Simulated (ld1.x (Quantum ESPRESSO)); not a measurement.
## Transferability test, TM potential for Bi (Z = 83)

bismuth (Bi), norm-conserving Troullier–Martins (Kleinman–Bylander form), made with ld1.x (Quantum ESPRESSO) 7.5 (LDA (PZ), fully relativistic). Core [Xe] 4f14, reference 5d10 6s1.75 6p3.25. Waves: 6p (bound): rc 2.70 bohr; 5d (bound): rc 1.90 bohr; 5f channel at 0.15 Ry: rc 2.00 bohr; 6s (bound): rc 1.60 bohr. Local part: the s channel. Core correction: none.

Open shells are filled in proportion to 2j + 1 (rel_dist='average').

Energies are relative to the spin-unpolarised reference configuration 5d10 6s1.75 6p3.25; without spin polarisation the order of configurations can differ from experiment. The frozen-core shift is the all-electron ΔE with the core orbitals held at their reference shape minus the fully relaxed ΔE.

```csv
valence configuration,charge,ΔE all-electron (eV),error AE − PS (meV),frozen-core shift (meV)
5d10 6s2 6p3,0,-2.451,0.0,0.0
5d10 6s2 6p2,+1,5.854,+0.1,-0.1
5d10 6s2 6p1,+2,21.599,+2.1,+0.6
5d10 6s1 6p4,0,7.491,+0.3,+0.4
5d10 6s2 6p2.5,+0.5,0.830,-0.3,n/a
```

Task: What are ΔE and the potential's error for 5d10 6s2 6p0?

Result: ΔE = 45.534 eV all-electron; the error (AE − PS) is +1.9 meV.

Task: What are ΔE and the potential's error for 5d10 6s1 6p3?

Result: ΔE = 16.511 eV all-electron; the error (AE − PS) is +6.6 meV.

A variational frozen-core shift is positive and of second order in the change. This column holds negative values, so the frozen-core run of ld1.x carries numerical noise or an error of first order here, and the column gives no more than the rough size of the effect.
